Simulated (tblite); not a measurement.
C8H9O (doublet state).
SMILES with atom numbers: `[CH3:1][c:2]1[cH:3][c:4][c:5]([CH2:6][OH:7])[cH:8][cH:9]1` (hydrogens: H10, H11, H12 on C1; H13 on C3; H14, H15 on C6; H16 on O7; H17 on C8; H18 on C9)

The geometry is computed with GFN2-xTB (gas phase). This method treats the open shell by occupation alone, without spin polarisation.

(1) What internal coordinates does the optimisation give?

Results:

(1) 
| bond | length (Å) |
| --- | --- |
| C1–C2 | 1.498 |
| C2–C3 | 1.401 |
| C3–C4 | 1.359 |
| C4–C5 | 1.368 |
| C5–C6 | 1.509 |
| C6–O7 | 1.408 |
| C5–C8 | 1.396 |
| C8–C9 | 1.382 |
| C2–C9 | 1.388 |
| C1–H10, C1–H11, C1–H12 | 1.089 |
| C3–H13 | 1.080 |
| C6–H14, C6–H15 | 1.098 |
| O7–H16 | 0.964 |
| C8–H17 | 1.081 |
| C9–H18 | 1.081 |

Bonds in one row agree within 0.01 Å and their mean is given. A selection of angles:
| angle | degrees |
| --- | --- |
| C1–C2–C3 | 120.0 |
| C1–C2–C9 | 121.9 |
| C3–C2–C9 | 118.1 |
| C2–C3–C4 | 118.4 |
| C3–C4–C5 | 125.4 |
| C4–C5–C6 | 123.2 |
| C4–C5–C8 | 116.0 |
| C6–C5–C8 | 120.8 |
| C5–C6–O7 | 113.7 |
| C5–C8–C9 | 120.6 |
| C2–C9–C8 | 121.5 |
| H16–O7–C6 | 108.6 |

Dihedral angles: C4–C5–C6–O7 -151° (antiperiplanar); H16–O7–C6–C5 58° (synclinal). The mirror-image conformer, all signs reversed, is as good.

O7 (oxygen bonded to C and H) is bent (angle 108.6°). Of the pairs four or more bonds apart, O7···H17 is among the closest relative to their van der Waals radii: 2.53 Å, 93 % of the sum of Bondi's values. C8 (carbon bonded to 2 C and H) is planar (angles 120.9°, 120.6° and 118.4°, sum 360.0°, 0.00 Å off the plane of its three neighbours). C9 (carbon bonded to 2 C and H) is planar (angles 121.5°, 119.3° and 119.1°, sum 360.0°, 0.00 Å off the plane of its three neighbours). The 6-membered ring C2–C3–C4–C5–C8–C9 has internal angles of 116.0° to 125.4° (sum 720°, against 720° for a flat polygon); it is planar, 0.00 Å rms from its mean plane, widest ring torsion 0°. The 8 C–C bonds span 1.359 Å (C3–C4, aromatic) to 1.509 Å (C5–C6, drawn single), a spread of 0.150 Å. C4 (carbon bonded to 2 C) is bent (angle 125.4°).

Point group: C1 (no symmetry element, even within 0.4 Å). Its lowest GFN2-xTB frequency is 10i cm⁻¹, too small to tell a flat minimum from a shallow saddle. Torsions: C4–C5–C6–O7 -151°, C5–C6–O7–H 58°.
